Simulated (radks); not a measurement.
Values are calculated unless marked as measured or tabulated.
Question: These are the eigenvalues of the occupied orbitals of an atom or ion with whole-number occupations (eV). Code: a radial shooting solver on a logarithmic mesh with Libxc functionals. Model: Dirac Kohn-Sham, PBE, spin-unpolarised, spherical densities, finite nucleus; Fermi nuclear charge, rms radius of each element as measured or else 0.836 A^(1/3) + 0.57 fm.

1s1/2: -18812.94
2s1/2: -2641.980
2p1/2: -2425.714
2p3/2: -2329.918
3s1/2: -451.4088
3p1/2: -369.9497
3p3/2: -354.4286
3d3/2: -210.5793
3d5/2: -207.6888
4s1/2: -69.7046
4p1/2: -46.9792
4p3/2: -44.8051
4d3/2: -12.5522
4d5/2: -12.3497
5s1/2: -10.7705

Which element is it, and in what charge state? The configuration may be excited. Open shells, if any, are shared by 2j + 1.

Answer: Z = 41, niobium, charge +1: Nb+ in [Ar] 3d10 4s2 4p5 4d4 5s1. The list shows which subshells hold electrons but not how many an open one holds; the 1s level, -691.36 hartree, gives Z - s = 37.2 by -(Z - s)^2/2, which with screening and relativity narrows Z to a few neighbours, and the depths of the outer levels then fix element, charge and occupations together.
